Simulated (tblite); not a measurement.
Compound: C3H13GeNSi.
SMILES with atom numbers: `[CH3:1][C@:2]([SiH3:3])([GeH3:4])[CH2:5][NH2:6]` (hydrogens: H7, H8, H9 on C1; H10, H11, H12 on Si3; H13, H14, H15 on Ge4; H16, H17 on C5; H18, H19 on N6)

Computed with GFN2-xTB (tblite), gas phase: L-BFGS steps from a force-field or distance-geometry start until the largest atomic force falls under 0.01 eV/Å.

Step 18: E = -533.1954 eV
```
atom  x, y, z in Å  |  force x, y, z in eV/Å
C1      0.6486   -0.4079   -1.4614   -0.009  -0.007  -0.001
C2      0.2070    0.0277   -0.0657   -0.020   0.009  -0.034
Si3    -0.3760    1.8459   -0.0901    0.015  -0.022   0.010
Ge4     1.7734   -0.0977    1.1661    0.003  -0.008   0.017
C5     -0.8671   -0.9226    0.4636    0.022   0.000  -0.014
N6     -2.0351   -0.9623   -0.4029    0.012   0.010   0.067
H7     -0.1783   -0.3433   -2.1653   -0.044  -0.008   0.024
H8      0.9914   -1.4443   -1.4474    0.030   0.010   0.010
H9      1.4620    0.2189   -1.8286   -0.004  -0.002   0.034
H10    -1.4606    2.0470   -1.0540    0.005  -0.024  -0.005
H11    -0.8373    2.2072    1.2549   -0.021   0.007   0.007
H12     0.7610    2.6893   -0.4656    0.003   0.011  -0.002
H13     2.3195   -1.4990    1.2350   -0.021   0.003  -0.021
H14     1.4570    0.2902    2.5825   -0.011   0.006  -0.020
H15     2.9087    0.7771    0.7260   -0.007  -0.003   0.000
H16    -0.4569   -1.9410    0.4871   -0.005   0.011   0.011
H17    -1.1121   -0.6404    1.5081    0.011  -0.028  -0.060
H18    -2.6424   -1.7288   -0.1347   -0.001  -0.012   0.000
H19    -2.5728   -0.1068   -0.3152    0.042   0.047  -0.021
```

Step 19: E = -533.1959 eV
```
atom  x, y, z in Å  |  force x, y, z in eV/Å
C1      0.6487   -0.4084   -1.4611   -0.023  -0.001   0.000
C2      0.2060    0.0279   -0.0664    0.028   0.013   0.008
Si3    -0.3763    1.8461   -0.0900    0.012  -0.012   0.009
Ge4     1.7739   -0.0976    1.1666   -0.008  -0.002  -0.004
C5     -0.8663   -0.9237    0.4631    0.029   0.010  -0.018
N6     -2.0335   -0.9620   -0.4024   -0.018   0.007   0.031
H7     -0.1810   -0.3447   -2.1612   -0.039  -0.012  -0.001
H8      0.9920   -1.4445   -1.4462    0.032   0.008   0.008
H9      1.4609    0.2187   -1.8306   -0.009  -0.002   0.037
H10    -1.4606    2.0476   -1.0543    0.004  -0.024  -0.007
H11    -0.8408    2.2083    1.2542   -0.014   0.003   0.001
H12     0.7600    2.6908   -0.4668   -0.003   0.003   0.004
H13     2.3185   -1.4989    1.2352   -0.017  -0.004  -0.022
H14     1.4588    0.2893    2.5826   -0.016   0.010  -0.006
H15     2.9105    0.7766    0.7280   -0.010  -0.005  -0.002
H16    -0.4557   -1.9415    0.4846    0.001  -0.002   0.013
H17    -1.1130   -0.6440    1.5069    0.022  -0.017  -0.032
H18    -2.6429   -1.7260   -0.1329   -0.009  -0.022   0.001
H19    -2.5691   -0.1050   -0.3168    0.041   0.050  -0.020
```

Step 20: E = -533.1964 eV
```
atom  x, y, z in Å  |  force x, y, z in eV/Å
C1      0.6483   -0.4088   -1.4609   -0.027   0.003   0.000
C2      0.2057    0.0283   -0.0670    0.054   0.009   0.036
Si3    -0.3764    1.8461   -0.0897    0.005   0.001   0.006
Ge4     1.7741   -0.0976    1.1670   -0.014   0.003  -0.018
C5     -0.8651   -0.9244    0.4623    0.024   0.011  -0.016
N6     -2.0326   -0.9616   -0.4013   -0.035   0.003  -0.008
H7     -0.1840   -0.3461   -2.1580   -0.028  -0.016  -0.014
H8      0.9931   -1.4444   -1.4451    0.028   0.007   0.006
H9      1.4598    0.2185   -1.8313   -0.014   0.002   0.030
H10    -1.4605    2.0476   -1.0547    0.006  -0.025  -0.006
H11    -0.8437    2.2093    1.2537   -0.008  -0.001  -0.005
H12     0.7591    2.6920   -0.4677   -0.008  -0.003   0.009
H13     2.3175   -1.4989    1.2350   -0.014  -0.010  -0.022
H14     1.4599    0.2888    2.5825   -0.020   0.013   0.003
H15     2.9116    0.7761    0.7295   -0.011  -0.006  -0.003
H16    -0.4547   -1.9419    0.4829    0.009  -0.012   0.009
H17    -1.1132   -0.6471    1.5053    0.030  -0.003   0.003
H18    -2.6435   -1.7242   -0.1314   -0.012  -0.017   0.004
H19    -2.5653   -0.1025   -0.3186    0.036   0.043  -0.015
```

Step 21: E = -533.1968 eV
```
atom  x, y, z in Å  |  force x, y, z in eV/Å
C1      0.6475   -0.4092   -1.4607   -0.023   0.006   0.000
C2      0.2063    0.0288   -0.0669    0.052  -0.001   0.046
Si3    -0.3764    1.8462   -0.0893   -0.004   0.012   0.003
Ge4     1.7742   -0.0975    1.1671   -0.012   0.005  -0.021
C5     -0.8636   -0.9250    0.4613    0.008   0.004  -0.007
N6     -2.0321   -0.9611   -0.4003   -0.034   0.000  -0.038
H7     -0.1876   -0.3479   -2.1548   -0.009  -0.020  -0.019
H8      0.9948   -1.4441   -1.4439    0.018   0.008   0.003
H9      1.4584    0.2184   -1.8315   -0.018   0.008   0.017
H10    -1.4601    2.0469   -1.0551    0.008  -0.026  -0.005
H11    -0.8470    2.2102    1.2531   -0.002  -0.005  -0.009
H12     0.7582    2.6932   -0.4684   -0.009  -0.007   0.013
H13     2.3159   -1.4990    1.2342   -0.010  -0.016  -0.021
H14     1.4605    0.2886    2.5823   -0.023   0.014   0.010
H15     2.9125    0.7755    0.7309   -0.010  -0.004  -0.006
H16    -0.4535   -1.9425    0.4813    0.015  -0.017   0.002
H17    -1.1129   -0.6504    1.5036    0.035   0.011   0.036
H18    -2.6443   -1.7227   -0.1298   -0.011   0.001   0.007
H19    -2.5606   -0.0991   -0.3206    0.028   0.026  -0.010
```

**Question.** Estimate the geometry and energy of step 22. (The exact step hangs on the optimiser's Hessian estimate; all steps are aligned on step 21, rigid shifts and turns removed.)

**Answer.** E = -533.1973 eV, largest force 0.064 eV/Å
```
atom  x, y, z in Å  |  force x, y, z in eV/Å
C1      0.6465   -0.4095   -1.4602   -0.011   0.006   0.002
C2      0.2077    0.0293   -0.0662    0.023  -0.011   0.033
Si3    -0.3763    1.8463   -0.0888   -0.010   0.012  -0.001
Ge4     1.7740   -0.0974    1.1668   -0.001   0.002  -0.008
C5     -0.8620   -0.9255    0.4602   -0.010  -0.005   0.006
N6     -2.0320   -0.9607   -0.4000   -0.013   0.000  -0.044
H7     -0.1910   -0.3499   -2.1521    0.010  -0.021  -0.017
H8      0.9968   -1.4436   -1.4429    0.006   0.010   0.001
H9      1.4568    0.2184   -1.8312   -0.021   0.016   0.001
H10    -1.4596    2.0456   -1.0556    0.009  -0.025  -0.005
H11    -0.8500    2.2110    1.2525    0.003  -0.006  -0.010
H12     0.7572    2.6943   -0.4688   -0.008  -0.007   0.016
H13     2.3141   -1.4993    1.2328   -0.008  -0.018  -0.019
H14     1.4604    0.2887    2.5820   -0.024   0.013   0.010
H15     2.9129    0.7748    0.7320   -0.006  -0.001  -0.009
H16    -0.4523   -1.9433    0.4800    0.016  -0.013  -0.006
H17    -1.1120   -0.6531    1.5026    0.036   0.019   0.050
H18    -2.6453   -1.7212   -0.1281   -0.009   0.024   0.007
H19    -2.5558   -0.0955   -0.3225    0.017   0.006  -0.007
```

The energy changes by -0.0004 eV. The first-order estimate −F·Δx gives -0.0006 eV and the mean of the old and new forces, exact on a quadratic surface, -0.0004 eV. The step makes an angle of 67° with the force vector and moves no atom by more than 0.006 Å.

The cost below is that of the whole relaxation. Hardware: one thread of an Arm Neoverse N1, shared host with 64 logical CPUs at a one-minute load of 60. Cost: 0.97 s.
